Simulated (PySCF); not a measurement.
# C6H5O: g tensor and hyperfine couplings

C6H5O (doublet state).
Structure used (GFN2-xTB), in Å, numbered top down from 1:
```xyz
12
C6H5O angstrom
O      3.6858    1.4916    1.1750
C      3.1797    0.4736    0.7428
C      1.8155    0.2785    0.4853
C      0.6102    0.1146    0.2679
C     -0.6718   -0.0862    0.0233
C     -1.7283   -0.9773   -0.4562
C     -2.0439    0.4178    0.0377
H      3.7953   -0.4203    0.5091
H     -1.7835   -1.1831   -1.5173
H     -2.0019   -1.8243    0.1591
H     -2.3187    1.1784   -0.6816
H     -2.5373    0.5359    0.9937
```

The hyperfine couplings belong to this conformer and change with its torsions.

As a line formula: `[C]1(C#CC=O)CC1` [radical].

Method: PySCF 2.14.0, UKS B3LYP, pcH-1 on C H O, non-relativistic, mean-field spin-orbit, GIAO. Geometry: GFN2-xTB; no solvent, vibrations or thermal averaging. Couplings are sensitive to structure, and on GFN2-xTB geometries they can be far from those on DFT ones. Stability of the SCF solution: not tested. ⟨S²⟩ is 0.776 where a pure state has 0.75.

| Quantity | Value |
| --- | --- |
| g1, g2, g3 | 2.00210, 2.00400, 2.00693 |
| g_iso | 2.00434 |
| Form of g | rhombic: the two nearest values differ by 39 % of g3 − g1 |
| ⟨S²⟩ | 0.7761 (exact 0.7500) |
| α and β electrons | 25, 24 |
| HOMO–LUMO gap, α and β orbitals | 5.06, 3.56 eV |
| Basis functions | 225 |

Isotropic coupling and dipolar principal values T1 to T3, in MHz:

```csv
atom,isotope,a_iso,T1,T2,T3,Mulliken spin population
O1,17O,-15.6,-69.4,34.4,35.0,0.22
C2,13C,-27.1,-9.1,2.1,7.1,-0.07
C3,13C,40.5,-40.4,-28.6,69.1,0.48
C4,13C,-58.7,-20.9,-0.5,21.4,-0.22
C5,13C,58.8,-52.3,-48.1,100.4,0.59
C6,13C,-19.0,-3.0,0.8,2.3,-0.05
C7,13C,-19.2,-3.0,0.8,2.3,-0.05
H8,1H,0.8,-3.5,-1.6,5.2,0.00
H9,1H,53.3,-2.6,-2.5,5.1,0.02
H10,1H,53.9,-2.6,-2.4,5.0,0.02
H11,1H,54.5,-2.6,-2.4,5.0,0.02
H12,1H,53.9,-2.6,-2.4,5.0,0.02
```

Largest spin populations (Mulliken): C5 (+0.59), C3 (+0.48), O1 (+0.22) and C4 (-0.22). Three atoms exceed +0.15. The positive populations add up to 1.39 and the negative ones to -0.39, together 2S = 1. The angles at C5 add up to 360.0°, so it is planar.

C5, the radical centre as drawn in `O=CC#C[C]1CC1`, holds a spin population of +0.59 out of 1.

Axes: g2 points within 14° of the C5–C7 bond and g3 points within 8° of the O1–C2 bond.

Under fast tumbling the dipolar parts average out, and these isotropic splittings remain: 2 × 1H (H11/H12, I = 1/2, 3 lines) with 1.93 mT and 2 × 1H (H9/H10, I = 1/2, 3 lines) with 1.91 mT.

Nuclei that the bonding pattern makes equivalent are averaged, as if the motion that swaps them (rotation, inversion, ring flip) were fast. C6 and C7, with what hangs on them, aren't averaged: C5 is flat or nearly so (angle sum 360°), and its turn about the short C5–C4 bond (1.32 Å) is taken as slow.

The 17O coupling of O1 (-15.6 MHz) shows only in satellite lines or after enrichment, since that isotope makes up about 0.038 % of natural oxygen.

The 13C coupling of C5 (58.8 MHz) shows only in satellite lines or after enrichment, since that isotope makes up about 1.07 % of natural carbon.
